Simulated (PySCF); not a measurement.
# Reading the logs of faulty runs: ClGeH3NO cation

Calculated results; nothing here was measured. They come from PySCF 2.14.0, an open-source quantum chemistry program, on an isolated molecule that a program drew, which may never have been made. The molecule is ClGeH3NO cation (charge +1, singlet), drawn as the SMILES string `[NH2][Ge+]([OH])[Cl]`.

Each row is a Hartree-Fock (HF) and frozen-core CCSD(T) single point in the cc-pV(D+d)Z basis, meant for a local HF minimum. Run 1 is clean. Each other run has one planted mistake out of seven kinds, and not every kind appears here: one electron removed, one electron added, multiplicity raised by two, geometry at a saddle point, minimal basis STO-3G, one bond length entered in bohr, all coordinates scaled. The reference is restricted for singlets and unrestricted otherwise, and also for a bond in bohr. Adding or removing an electron swaps singlet and doublet. Electrons count all cores. HOMO and LUMO are orbital energies over both spins, the gradient is its largest component, and the lowest frequency (negative if imaginary) is given only where the gradient is small. Bond lengths are over the 6 bonds as drawn. T1 is the CCSD diagnostic: over 0.02 (restricted) or 0.045 (unrestricted) a single reference is doubtful. Germanium has the cc-pVDZ-PP basis, with a core potential (ECP10MDF) in place of its 10 inner electrons, and its 3s, 3p and 3d shells are frozen in CCSD(T).

Geometry of the clean run:
```xyz
7
ClGeH3NO cation, angstrom
N     1.5146   -0.8554    1.3296
Ge    0.0880   -0.6221    0.3955
O    -0.5076   -1.7542   -0.7136
Cl   -1.0182    1.0889    0.5647
H     1.8405   -0.1617    1.9814
H     2.0843   -1.6821    1.2750
H    -0.0656   -2.5851   -0.8666
```

| run | electrons | basis functions | <S^2> | HOMO (eV) | LUMO (eV) | gradient (hartree/bohr) | lowest frequency (cm^-1) | mean bond (Å) | longest bond (Å) | T1 | HF (hartree) | CCSD(T) (hartree) | mistake |
|---|---|---|---|---|---|---|---|---|---|---|---|---|---|
| 1 | 66 | 89 | 0.000 | -18.04 | -3.35 | 3.3e-05 | 188 | 1.4039 | 2.044 | 0.0148 | -883.74763 | -884.36575 | no fault |
| 2 | 66 | 89 | 2.014 | -11.77 | -7.16 | 1.8e-01 | - | 1.4039 | 2.044 | 0.0869 | -883.56920 | -884.15923 | multiplicity raised by two |
| 3 | 66 | 89 | 1.025 | -16.04 | -6.56 | 3.2e-02 | - | 1.6592 | 3.252 | 0.0197 | -883.65542 | -884.24044 | one bond length entered in bohr |
| 4 | 65 | 89 | 0.760 | -23.96 | -13.96 | 1.3e-01 | - | 1.4039 | 2.044 | 0.0285 | -883.17148 | -883.75694 | one electron removed |
| 5 | 67 | 89 | 0.757 | -5.17 | 2.31 | 8.9e-02 | - | 1.4039 | 2.044 | 0.0945 | -883.90363 | -884.53152 | one electron added |
| 6 | 66 | 89 | 0.000 | -18.37 | -2.76 | 5.9e-02 | - | 1.3309 | 1.938 | 0.0122 | -883.71888 | -884.32257 | ? |

**Which mistake was planted in run 6, and what did it cost?**

The mean and the longest bond both change by the same factor, 0.948, and the gradient is no longer small. So the mistake is: all coordinates scaled. Subtracting run 1 and multiplying by 627.51 kcal/mol a hartree, the energy moved by 18.0 kcal/mol in HF and 27.1 kcal/mol in CCSD(T).

Cautions from the logs. Run 2: T1 is over the limit, so its CCSD(T) energy is less reliable; run 5: T1 is over the limit, so its CCSD(T) energy is less reliable.
